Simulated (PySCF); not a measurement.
**Broadened absorption spectrum of 4-bromobenzoic acid**

Species: 4-bromobenzoic acid, C₇H₅BrO₂.
SMILES: `O=C(O)c1ccc(Br)cc1`

The calculation used PySCF, TDDFT wB97X-D/def2-SVPD, vertical, gas phase, core orbitals frozen in the response. Geometry: PBE0-D3(BJ)/def2-SVP, one conformer, isolated molecule. The wB97X-D/def2-SVPD calculation is non-relativistic and has no spin–orbit coupling, an omission that weighs most on bromine. Torsions of this conformer, `[O:1]=[C:2]([OH:3])[c:4]1[cH:5][cH:6][c:7]([Br:8])[cH:9][cH:10]1`: O1–C2–C4–C5 -1°, H–O3–C2–O1 0°.

Each state is given a Gaussian of 0.4 eV full width at half maximum, with ε(max) = 2.175×10⁸ f / Δν̃ (Δν̃ the width in cm⁻¹). The width is an assumption, not a result. The curve ends short of the highest state used, and states not computed would add to its high-energy end.

| λ (nm) | ε (L mol⁻¹ cm⁻¹) |
| --- | --- |
| 212.2 | 353 |
| 214.4 | 561 |
| 216.6 | 1264 |
| 218.8 | 2724 |
| 221.0 | 5236 |
| 223.2 | 8944 |
| 225.5 | 13876 |
| 227.7 | 18943 |
| 229.9 | 23390 |
| 232.1 | 26273 |
| 234.3 | 26996 |
| 236.5 | 25512 |
| 238.7 | 22289 |
| 241.0 | 17896 |
| 243.2 | 13531 |
| 245.4 | 9609 |
| 247.6 | 6442 |
| 249.8 | 4100 |
| 252.0 | 2490 |
| 254.2 | 1452 |
| 256.5 | 795 |
| 258.7 | 433 |
| 260.9 | 229 |
| 263.1 | 119 |
| 265.3 | 60 |
| 267.5 | 30 |
| 269.8 | 14 |
| 272.0 | 7 |
| 274.2 | 3 |
| 276.4 | 1 |

(1) Where are the band maxima, and which computed states make them?

(2) Coming from long wavelengths, where does ε first pass 100 L mol⁻¹ cm⁻¹?

(3) On this curve, what absorbance would a 10⁻³ mol/L sample give at 248 nm over a 1 cm path?

Results:

(1) 234 nm (5.30 eV), ε about 27000, made up of S3 (99%) (ε in L mol⁻¹ cm⁻¹; maxima over ε = 5, shares over 10%). The states used: S1 5.09 eV (f 0.0092); S2 5.23 eV (f 0.0010); S3 5.30 eV (f 0.396); S4 5.99 eV (f 0.0002); S5 6.34 eV (f 0.181); S6 6.44 eV (f 0.0000).

(2) At about 264 nm (4.70 eV), 0.38 eV below S1.

(3) 248 nm is 4.999 eV, where ε is about 6000 L mol⁻¹ cm⁻¹, so A = ε c l ≈ 6 (Beer–Lambert, with the gas-phase spectrum and the assumed width).
